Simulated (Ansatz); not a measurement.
Reaction (redistribution): `[SH][Ti]([Cl])([Cl])[Cl]` + `COB(Br)Br` → `[Cl][Ti]([Cl])([Cl])[Br]` + `COB(S)Br`

Calculated with Ansatz (gas phase, PBE0-D4/def2-TZVP geometries, no zero-point term in ΔE). CCSD(T)/CBS is the MP2 limit (def2-TZVPP, def2-QZVPP) plus CCSD(T) − MP2 in def2-TZVPP, frozen cores. DFT in def2-TZVPP. For Br, Ti outer-core shells are correlated without core-valence functions, which leaves a few kJ/mol of doubt a bond. Scalar relativity is left out up to krypton. Each species was taken in one conformer, which may not be the lowest.

`[SH][Ti]([Cl])([Cl])[Cl]`:

Z-matrix (Å, degrees):
```
Ti
Cl 1 2.162
Cl 1 2.173 2 112.3
S 1 2.254 2 104.5 3 118.3
Cl 1 2.173 2 112.4 3 -123.4
H 4 1.350 1 90.3 2 179.5
```

`COB(Br)Br`:

Z-matrix (Å, degrees):
```
C
O 1 1.418
H 1 1.090 2 111.5
H 1 1.090 2 108.0 3 120.9
H 1 1.090 2 108.2 3 -121.0
B 2 1.326 1 127.2 3 2.8
Br 6 1.928 2 123.5 1 -0.1
Br 6 1.915 2 117.8 1 179.9
```

`[Cl][Ti]([Cl])([Cl])[Br]`:

```xyz
5

Cl    1.390    1.015    1.325
Ti    0.030    0.001   -0.014
Cl   -0.069    1.069   -1.890
Cl    0.727   -2.015   -0.364
Br   -2.079   -0.070    0.942
```

`COB(S)Br`:

```xyz
9

C     0.178   -1.429   -0.286
O    -0.053   -0.192   -0.940
B    -0.159    0.959   -0.266
S    -0.012    1.023    1.539
Br   -0.476    2.553   -1.304
H     1.126   -1.407    0.259
H     0.221   -2.199   -1.054
H    -0.634   -1.656    0.410
H    -0.191    2.347    1.642
```

| level | ΔE (kcal/mol) |
| --- | --- |
| LDA (SPW92) | -11.8 |
| MP2/def2-SVP | -13.4 |

Q: What does CCSD(T)/CBS give? (An estimate is asked.)

A: Computed: -11.7 kcal/mol. The listed levels differ from it by -0.1, -1.7 kcal/mol.

Largest T1 diagnostic among the species: 0.026, so the coupled-cluster value is less sure than usual.

Leaving LDA and LC-ωPBE aside and taking each functional with its dispersion term where it has one, the values, not all of them listed here, spread over 0.9 kcal/mol, from r2SCAN-D4 to ωB97M-V. In def2-TZVPP, CCSD(T) changes the Hartree–Fock value by +1.2 kcal/mol (the triples alone add −0.1 kcal/mol) and MP2 by +0.8 kcal/mol. From BLYP to BHLYP (50 % exact exchange), in def2-TZVPP and without D4, ΔE moves by −0.8 kcal/mol.
